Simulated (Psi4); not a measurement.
A run for Psi4: SAPT0/jun-cc-pV(D+d)Z on H5NS (a complex), monomers drawn apart or pushed together.

```
memory 8100 MB

molecule dimer {
0 1
N     0.00620493    0.16351925    0.32505388
H    -0.77720639   -0.46070694    0.17008968
H    -0.19302844    1.03169110   -0.15879122
H     0.82113218   -0.25261076   -0.11110566
--
0 1
S     0.97416065    1.11747628    5.37476190
H     0.00290154    0.30763271    5.82470459
H     0.69604220    0.84816670    4.07339012
units angstrom
symmetry c1
no_reorient
no_com
}

set {
  basis jun-cc-pV(D+d)Z
  scf_type df
  freeze_core true
}

energy('sapt0')
```

Output:

```
[...]
==> Input File <==

--------------------------------------------------------------------------
memory 8100 MB

molecule dimer {
0 1
N     0.00620493    0.16351925    0.32505388
H    -0.77720639   -0.46070694    0.17008968
H    -0.19302844    1.03169110   -0.15879122
H     0.82113218   -0.25261076   -0.11110566
--
0 1
S     0.97416065    1.11747628    5.37476190
H     0.00290154    0.30763271    5.82470459
H     0.69604220    0.84816670    4.07339012
units angstrom
symmetry c1
no_reorient
no_com
}

set {
  basis jun-cc-pV(D+d)Z
  scf_type df
  freeze_core true
}

energy('sapt0')
--------------------------------------------------------------------------


   => Loading Basis Set <=

    Name: JUN-CC-PV(D+D)Z
    Role: ORBITAL
    Keyword: BASIS
    atoms 1        entry N          line   222 file jun-cc-pv_dpd_z.gbs
    atoms 2-4, 6-7 entry H          line    60 file jun-cc-pv_dpd_z.gbs
    atoms 5        entry S          line   698 file jun-cc-pv_dpd_z.gbs

   => Loading Basis Set <=

    Name: JUN-CC-PV(D+D)Z
    Role: ORBITAL
    Keyword: BASIS
    atoms 1        entry N          line   222 file jun-cc-pv_dpd_z.gbs
    atoms 2-4, 6-7 entry H          line    60 file jun-cc-pv_dpd_z.gbs
    atoms 5        entry S          line   698 file jun-cc-pv_dpd_z.gbs


  //>>>>>>>>>>>>>>>>>>>>>>>>>>>>>>>>>>>//
  //              Dimer HF             //
  //<<<<<<<<<<<<<<<<<<<<<<<<<<<<<<<<<<<//

   => Libint2 <=

    Primary   basis highest AM E, G, H:  7, 6, 3
    Auxiliary basis highest AM E, G, H:  7, 7, 4
    Onebody   basis highest AM E, G, H:  -, -, -
    Solid Harmonics ordering:            Gaussian


   => Loading Basis Set <=

    Name: JUN-CC-PV(D+D)Z
    Role: ORBITAL
    Keyword: BASIS
    atoms 1        entry N          line   222 file jun-cc-pv_dpd_z.gbs
    atoms 2-4, 6-7 entry H          line    60 file jun-cc-pv_dpd_z.gbs
    atoms 5        entry S          line   698 file jun-cc-pv_dpd_z.gbs


         ---------------------------------------------------------
                                   SCF
               by Justin Turney, Rob Parrish, Andy Simmonett
                          and Daniel G. A. Smith
                              RHF Reference
                        4 Threads,   7724 MiB Core
         ---------------------------------------------------------

  ==> Geometry <==

    Molecular point group: c1
    Full point group: C1

    Geometry (in Angstrom), charge = 0, multiplicity = 1:

       Center              X                  Y                   Z               Mass
    ------------   -----------------  -----------------  -----------------  -----------------
         N            0.006204930000     0.163519250000     0.325053880000    14.003074004430
         H           -0.777206390000    -0.460706940000     0.170089680000     1.007825032230
         H           -0.193028440000     1.031691100000    -0.158791220000     1.007825032230
         H            0.821132180000    -0.252610760000    -0.111105660000     1.007825032230
         S            0.974160650000     1.117476280000     5.374761900000    31.972071174400
         H            0.002901540000     0.307632710000     5.824704590000     1.007825032230
         H            0.696042200000     0.848166700000     4.073390120000     1.007825032230

  Running in c1 symmetry.

  Rotational constants: A =      3.62037  B =      0.01609  C =      0.01607 [cm^-1]
  Rotational constants: A = 108535.92401  B =    482.41955  C =    481.70297 [MHz]
  Nuclear repulsion =   42.819482936776069

  Charge       = 0
  Multiplicity = 1
  Electrons    = 28
  Nalpha       = 14
  Nbeta        = 14

  ==> Algorithm <==

  SCF Algorithm Type is DF.
  DIIS enabled.
  MOM disabled.
  Fractional occupation disabled.
  Guess Type is SAD.
  Energy threshold   = 1.00e-08
  Density threshold  = 1.00e-08
  Integral threshold = 1.00e-12

  ==> Primary Basis <==

  Basis Set: JUN-CC-PV(D+D)Z
    Blend: JUN-CC-PV(D+D)Z
    Number of shells: 34
    Number of basis functions: 70
    Number of Cartesian functions: 73
    Spherical Harmonics?: true
    Max angular momentum: 2

   => Loading Basis Set <=

    Name: (JUN-CC-PV(D+D)Z AUX)
    Role: JKFIT
    Keyword: DF_BASIS_SCF
    atoms 1        entry N          line   202 file jun-cc-pvdz-jkfit.gbs
    atoms 2-4, 6-7 entry H          line    70 file jun-cc-pvdz-jkfit.gbs
    atoms 5        entry S          line   666 file jun-cc-pvdz-jkfit.gbs

  ==> Integral Setup <==

  DFHelper Memory: AOs need 0.011 GiB; user supplied 5.658 GiB.
  SCF_SUBTYPE=INCORE selected. In-core MEM_DF algorithm will be used.
  Using in-core AOs.

  ==> MemDFJK: Density-Fitted J/K Matrices <==

    J tasked:                   Yes
    K tasked:                   Yes
    wK tasked:                   No
    OpenMP threads:               4
    Algorithm:                 Core
    Schwarz Cutoff:           1E-12
    Mask sparsity (%):      16.3265
    Fitting Condition:        1E-10

   => Auxiliary Basis Set <=

  Basis Set: (JUN-CC-PV(D
[...]
561119    60A      3.646110
      61A      3.646488    62A      4.952798    63A      4.959570
      64A      4.968998    65A      4.990894    66A      5.030916
      67A      5.164832    68A      6.009642    69A      6.010126
      70A     25.411110

    Final Occupation by Irrep:
              A
    DOCC [     9 ]
    NA   [     9 ]
    NB   [     9 ]

  @DF-RHF Final Energy:  -398.70077338228384

   => Energetics <=

    Nuclear Repulsion Energy =             12.8139861614599386
    One-Electron Energy =                -576.3198715549735880
    Two-Electron Energy =                 164.8051120112297099
    Total Energy =                       -398.7007733822838986

Computation Completed


Properties will be evaluated at   0.000000,   0.000000,   0.000000 [a0]

Properties computed using the SCF density matrix


 Multipole Moments:

 ------------------------------------------------------------------------------------
     Multipole            Electronic (a.u.)      Nuclear  (a.u.)        Total (a.u.)
 ------------------------------------------------------------------------------------

 L = 1.  Multiply by 2.5417464519 to convert [e a0] to [Debye]
 Dipole X            :        -31.1272998           30.7751615           -0.3521382
 Dipole Y            :        -36.2757185           35.9717303           -0.3039882
 Dipole Z            :       -181.4473773          181.2139359           -0.2334414
 Magnitude           :                                                    0.5204854

 ------------------------------------------------------------------------------------

  Constructing Basis Sets for SAPT...

   => Loading Basis Set <=

    Name: (JUN-CC-PV(D+D)Z AUX)
    Role: RIFIT
    Keyword: DF_BASIS_SAPT
    atoms 1        entry N          line   144 file jun-cc-pvdz-ri.gbs
    atoms 2-4, 6-7 entry H          line    30 file jun-cc-pvdz-ri.gbs
    atoms 5        entry S          line   488 file jun-cc-pvdz-ri.gbs

   => Loading Basis Set <=

    Name: (JUN-CC-PV(D+D)Z AUX)
    Role: JKFIT
    Keyword: DF_BASIS_ELST
    atoms 1        entry N          line   202 file jun-cc-pvdz-jkfit.gbs
    atoms 2-4, 6-7 entry H          line    70 file jun-cc-pvdz-jkfit.gbs
    atoms 5        entry S          line   666 file jun-cc-pvdz-jkfit.gbs


  //>>>>>>>>>>>>>>>>>>>>>>>>>>>>>>>>>>>//
  //               SAPT0               //
  //<<<<<<<<<<<<<<<<<<<<<<<<<<<<<<<<<<<//



        SAPT0
    Ed Hohenstein
     6 June 2009

      Orbital Information
  --------------------------
    NSO        =        70
    NMO        =        70
    NRI        =       220
    NRI (Elst) =       315
    NOCC A     =         5
    NOCC B     =         9
    FOCC A     =         1
    FOCC B     =         5
    NVIR A     =        65
    NVIR B     =        61

    Elst10,r            =    -0.001450802956 [Eh]
    Exch10              =     0.000063955851 [Eh]
    Exch10 (S^2)        =     0.000063949903 [Eh]

    Maxiter = 50
    CPHF R converge = 1.000000E-08

    Iter     Energy [mEh]          dE [mEh]         Residual      Time [s]
       1      -0.01674698       0.016746975     7.197913e-04             0
       2      -0.02139148       0.004644507     3.824234e-04             0
       3      -0.02213447       0.000742987     8.284813e-05             0
       4      -0.02203793      -0.000096541     1.953948e-05             0
       5      -0.02201085      -0.000027073     3.761520e-06             0
       6      -0.02201854       0.000007686     7.422959e-07             0
       7      -0.02201737      -0.000001167     1.395334e-07             0
       8      -0.02201749       0.000000112     2.085394e-08             0
       9      -0.02201748      -0.000000004     3.630304e-09             0

    CHF Iterations converged

    Maxiter = 50
    CPHF R converge = 1.000000E-08

    Iter     Energy [mEh]          dE [mEh]         Residual      Time [s]
       1      -0.06510714       0.065107140     1.854375e-03             0
       2      -0.07467905       0.009571908     8.619652e-04             0
       3      -0.08075476       0.006075717     8.651694e-05             0
       4      -0.08045206      -0.000302705     2.048238e-05             0
       5      -0.08045114      -0.000000924     4.745442e-06             0
       6      -0.08046041       0.000009278     9.757523e-07             0
       7      -0.08045906      -0.000001352     2.039091e-07             0
       8      -0.08045903      -0.000000030     5.076445e-08             0
       9      -0.08045909       0.000000058     9.293380e-09             0

    CHF Iterations converged

    Ind20,r (A<-B)      =    -0.000022017482 [Eh]
    Ind20,r (B<-A)      =    -0.000080459090 [Eh]
    Ind20,r             =    -0.000102476572 [Eh]
    Exch-Ind20,r (A<-B) =     0.000007620410 [Eh]
    Exch-Ind20,r (B<-A) =     0.000000738941 [Eh]
    Exch-Ind20,r        =     0.000008359351 [Eh]
    Disp20              =    -0.000157333379 [Eh]
    Disp20 (SS)         =    -0.000078666689 [Eh]
    Disp20 (OS)         =    -0.000078666689 [Eh]
    Exch-Disp20         =     0.000004570686 [Eh]
    Exch-Disp20 (SS)    =     0.000002593378 [Eh]
    Exch-Disp20 (OS)    =     0.000001977308 [Eh]

    SAPT Results
  --------------------------------------------------------------------------------------------------------
    Electrostatics                 -1.45080296 [mEh]      -0.91039260 [kcal/mol]      -3.80908264 [kJ/mol]
      Elst10,r                     -1.45080296 [mEh]      -0.91039260 [kcal/mol]      -3.80908264 [kJ/mol]

    Exchange                        0.06395585 [mEh]       0.04013290 [kcal/mol]       0.16791606 [kJ/mol]
      Exch10                        0.06395585 [mEh]       0.04013290 [kcal/mol]       0.16791606 [kJ/mol]
      Exch10(S^2)                   0.06394990 [mEh]       0.04012917 [kcal/mol]       0.16790045 [kJ/mol]

    Induction                      -0.10361130 [mEh]      -0.06501707 [kcal/mol]      -0.27203143 [kJ/mol]
      Ind20,r                      -0.10247657 [mEh]      -0.06430502 [kcal/mol]      -0.26905220 [kJ/mol]
      Exch-Ind20,r                  0.00835935 [mEh]       0.00524557 [kcal/mol]       0.02194747 [kJ/mol]
      delta HF,r (2)               -0.00949408 [mEh]      -0.00595762 [kcal/mol]      -0.02492670 [kJ/mol]

    Dispersion                     -0.15276269 [mEh]      -0.09586004 [kcal/mol]      -0.40107840 [kJ/mol]
      Disp20                       -0.15733338 [mEh]      -0.09872819 [kcal/mol]      -0.41307873 [kJ/mol]
      Exch-Disp20                   0.00457069 [mEh]       0.00286815 [kcal/mol]       0.01200033 [kJ/mol]
      Disp20 (SS)                  -0.07866669 [mEh]      -0.04936409 [kcal/mol]      -0.20653936 [kJ/mol]
      Disp20 (OS)                  -0.07866669 [mEh]      -0.04936409 [kcal/mol]      -0.20653936 [kJ/mol]
      Exch-Disp20 (SS)              0.00259338 [mEh]       0.00162737 [kcal/mol]       0.00680891 [kJ/mol]
      Exch-Disp20 (OS)              0.00197731 [mEh]       0.00124078 [kcal/mol]       0.00519142 [kJ/mol]

  Total HF                         -1.49045841 [mEh]      -0.93527677 [kcal/mol]      -3.91319800 [kJ/mol]
  Total SAPT0                      -1.64322110 [mEh]      -1.03113681 [kcal/mol]      -4.31427640 [kJ/mol]

  Special recipe for scaled SAPT0 (see Manual):
    Electrostatics sSAPT0          -1.45080296 [mEh]      -0.91039260 [kcal/mol]      -3.80908264 [kJ/mol]
    Exchange sSAPT0                 0.06395585 [mEh]       0.04013290 [kcal/mol]       0.16791606 [kJ/mol]
    Induction sSAPT0               -0.10360897 [mEh]      -0.06501561 [kcal/mol]      -0.27202531 [kJ/mol]
    Dispersion sSAPT0              -0.15276142 [mEh]      -0.09585924 [kcal/mol]      -0.40107505 [kJ/mol]
  Total sSAPT0                     -1.64321749 [mEh]      -1.03113454 [kcal/mol]      -4.31426693 [kJ/mol]
  --------------------------------------------------------------------------------------------------------



*** Psi4 exiting successfully. Buy a developer a beer!
```

The run finished.

Cost: around 7 core-seconds (rough).
